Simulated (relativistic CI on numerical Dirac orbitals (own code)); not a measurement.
d8 in a ligand field

Computed with a parametric ligand-field model of a d^n configuration (Racah B and C, spin-orbit zeta, crystal field), exact diagonalisation.

Field parameters in Wybourne normalisation: Td as Oh with Dq negative (B⁴₀ = 21Dq, B⁴₄ = √(5/14) B⁴₀). The field is a parameter set, without covalency.

Q: Ground term and bands for B = 600, C = 2550, ζ = 0 cm⁻¹, Td, 10Dq = -600 cm⁻¹?

A: Ground term 3T1 with 3.82 electrons in the two orbitals of the cubic e set. Spin-allowed: 3T2 486 cm⁻¹, 3A2 1086 cm⁻¹, 3T1 9372 cm⁻¹ (1067 nm). Lowest spin-forbidden: 1T2 8308 cm⁻¹ (1204 nm), 1E 8586 cm⁻¹ (1165 nm), 1T2 12465 cm⁻¹ (802 nm).

Q: Ground term and bands for B = 600, C = 2550, ζ = 0 cm⁻¹, Td, 10Dq = -5460 cm⁻¹?

A: Ground term 3T1 with 3.92 electrons in the two orbitals of the cubic e set. Spin-allowed: 3T2 4745 cm⁻¹ (2107 nm), 3A2 10205 cm⁻¹ (980 nm), 3T1 13030 cm⁻¹ (767 nm). Lowest spin-forbidden: 1T2 9017 cm⁻¹ (1109 nm), 1E 9382 cm⁻¹ (1066 nm), 1T2 15413 cm⁻¹ (649 nm).

Q: Ground term and bands for B = 600, C = 2550, ζ = 0 cm⁻¹, Td, 10Dq = -6000 cm⁻¹?

A: Ground term 3T1 with 3.92 electrons in the two orbitals of the cubic e set. Spin-allowed: 3T2 5242 cm⁻¹ (1908 nm), 3A2 11242 cm⁻¹ (890 nm), 3T1 13483 cm⁻¹ (742 nm). Lowest spin-forbidden: 1T2 9034 cm⁻¹ (1107 nm), 1E 9375 cm⁻¹ (1067 nm), 1T2 15849 cm⁻¹ (631 nm).

Q: Ground term and bands for B = 600, C = 2550, ζ = 0 cm⁻¹, Td, 10Dq = -9780 cm⁻¹?

A: Ground term 3T1 with 3.95 electrons in the two orbitals of the cubic e set. Spin-allowed: 3T2 8790 cm⁻¹ (1138 nm), 3T1 16801 cm⁻¹ (595 nm), 3A2 18570 cm⁻¹ (538 nm). Lowest spin-forbidden: 1T2 9062 cm⁻¹ (1104 nm), 1E 9285 cm⁻¹ (1077 nm), 1A1 18347 cm⁻¹ (545 nm).

Q: Ground term and bands for B = 600, C = 2550, ζ = 0 cm⁻¹, Td, 10Dq = -11400 cm⁻¹?

A: Ground term 3T1 with 3.96 electrons in the two orbitals of the cubic e set. Spin-allowed: 3T2 10339 cm⁻¹ (967 nm), 3T1 18278 cm⁻¹ (547 nm), 3A2 21739 cm⁻¹ (460 nm). Lowest spin-forbidden: 1T2 9053 cm⁻¹ (1105 nm), 1E 9246 cm⁻¹ (1082 nm), 1A1 18781 cm⁻¹ (532 nm).
